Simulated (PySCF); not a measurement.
C₃H₃F₃, SMILES F[C@H]1[C@H](F)[C@H]1F.

Geometry: PBE0-D3(BJ)/def2-SVP. The structure was generated by enumeration; whether it is a known compound was not checked.

Calculation: PBE/def2-TZVP in PySCF.

Isolated molecule, no solvent.

Q: Estimate the frontier levels, gap, dipole moment and polarisability. (Estimate from the structure and the level; the computed values follow.)

A: 
```
Property                                                                                                        Value
---------------------------------------------------------------------------------------------  ----------------------
highest occupied level                                                                                       -6.92 eV
lowest empty level                                                                                           -0.68 eV
orbital gap                                                                                                   6.24 eV
dipole moment                                                                                                  1.11 D
quadrupole, principal values (traceless, Buckingham form, about the centre of nuclear charge)  -6.86, -0.05, 6.91 D·Å
mean static polarisability                                                                       36.2 bohr³ (5.36 Å³)
polarisability, principal values                                                               34.8, 36.3, 37.4 bohr³
```
